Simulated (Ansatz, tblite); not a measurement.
Cost and result up the ladder for the cluster AlSi₃⁺ (the lowest singlet isomer of a short search) (4 atoms). Total charge 1; singlet. Geometry: PBE0-D4/def2-TZVP.

Cartesian coordinates in Å:
```
Al -0.772 -1.523 -0.810
Si -0.627 -0.276 1.262
Si 0.722 1.424 0.757
Si 0.678 0.376 -1.209
```

Ansatz on 4 threads of Arm Neoverse V1 on a shared host; xTB runs through tblite on one thread. Times are rough, summed over both states, and most runs start from the orbitals of an earlier one. B2PLYP/def2-TZVP serves as the yardstick here, not as an exact answer. The other state is a quintet at its own geometry, which has other bonds, so the gap mixes isomer and spin.

The xTB rows come from tblite. Correlated methods freeze 20 core orbitals. In CCSD on the charge 1 quintet the largest single amplitude is 0.24, so its Hartree–Fock determinant may place the open shell otherwise than the density functionals do. The structure comes from a short search, and lower isomers may exist.

Run but left out: HF/STO-3G (singlet: restricted singlet, unstable in another Hartree–Fock run and untested here); HF/def2-TZVP, HF/def2-TZVPP (singlet: restricted singlet, unstable towards broken spin symmetry); MP2/def2-TZVP, MP2/def2-TZVPP (quintet: ⟨S²⟩ 6.36, where a pure state has 6.00).

Correlated methods converge slowly with the basis.

xTB has no spin-polarisation term.

```json
{"level": "GFN1-xTB", "functions": "36", "wall time": "0.01 s", "quintet − singlet (eV)": "2.35", "difference from B2PLYP/def2-TZVP (eV)": "0.17", "remarks": "–"}
{"level": "GFN2-xTB", "functions": "36", "wall time": "0.02 s", "quintet − singlet (eV)": "1.97", "difference from B2PLYP/def2-TZVP (eV)": "-0.21", "remarks": "–"}
{"level": "PBE-D4/def2-TZVP", "functions": "148", "wall time": "3.7 s", "quintet − singlet (eV)": "1.94", "difference from B2PLYP/def2-TZVP (eV)": "-0.23", "remarks": "–"}
{"level": "BLYP-D4/def2-TZVP", "functions": "148", "wall time": "4.1 s", "quintet − singlet (eV)": "2.14", "difference from B2PLYP/def2-TZVP (eV)": "-0.04", "remarks": "–"}
{"level": "PBE0-D4/def2-TZVP", "functions": "148", "wall time": "5.7 s", "quintet − singlet (eV)": "1.67", "difference from B2PLYP/def2-TZVP (eV)": "-0.51", "remarks": "–"}
{"level": "RPA@PBE/def2-TZVP", "functions": "148", "wall time": "6 s", "quintet − singlet (eV)": "1.95", "difference from B2PLYP/def2-TZVP (eV)": "-0.23", "remarks": "–"}
{"level": "BHLYP-D4/def2-TZVP", "functions": "148", "wall time": "9.8 s", "quintet − singlet (eV)": "1.58", "difference from B2PLYP/def2-TZVP (eV)": "-0.60", "remarks": "–"}
{"level": "B2PLYP/def2-TZVP", "functions": "148", "wall time": "10 s", "quintet − singlet (eV)": "2.18", "difference from B2PLYP/def2-TZVP (eV)": "0.00", "remarks": "–"}
{"level": "r2SCAN-D4/def2-TZVP", "functions": "148", "wall time": "11 s", "quintet − singlet (eV)": "1.73", "difference from B2PLYP/def2-TZVP (eV)": "-0.45", "remarks": "–"}
{"level": "r2SCANh-D4/def2-TZVP (with forces)", "functions": "148", "wall time": "13 s", "quintet − singlet (eV)": "1.63", "difference from B2PLYP/def2-TZVP (eV)": "-0.55", "remarks": "–"}
{"level": "r2SCAN0-D4/def2-TZVP", "functions": "148", "wall time": "21 s", "quintet − singlet (eV)": "1.48", "difference from B2PLYP/def2-TZVP (eV)": "-0.70", "remarks": "–"}
{"level": "CCSD(T)/def2-TZVPP", "functions": "168", "wall time": "46 s", "quintet − singlet (eV)": "2.03", "difference from B2PLYP/def2-TZVP (eV)": "-0.15", "remarks": "large T1 (0.030) (singlet), large T1 (0.075) (quintet), restricted SCF unstable (singlet), spin-contaminated (⟨S²⟩ 6.36) (quintet)"}
```
